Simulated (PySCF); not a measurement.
## Cl⁺ (chlorine, charge +1) across methods

[Ne] 3s2 3p4, high-spin 3P determinant. Computed with PySCF 2.14 in dyall-av3z, with the non-relativistic Hamiltonian (point nucleus).

```csv
method,E (hartree),mean ε 3s β (eV),mean ε 3p α (eV),mean ε 3p β (eV),Σ⟨r²⟩ (bohr²),⟨S²⟩
MN15,-459.7036,-32.717,-22.696,-20.797,20.39,2.003
PBE0,-459.5352,-32.268,-22.043,-19.945,20.52,2.004
LDA,-458.1846,-30.582,-20.323,-18.341,20.62,2.002
BP86,-459.7251,-30.529,-20.351,-18.497,20.52,2.003
r2SCAN,-459.6534,-30.540,-20.889,-18.714,20.50,2.006
PBE,-459.4972,-30.368,-20.313,-18.363,20.57,2.003
M06,-459.6719,-32.247,-21.773,-19.669,20.43,2.003
UHF,-459.05685,-36.602,-26.359,-23.642,20.64,2.011
LC-wPBE,-459.5612,-35.499,-25.063,-23.039,20.48,2.004
```
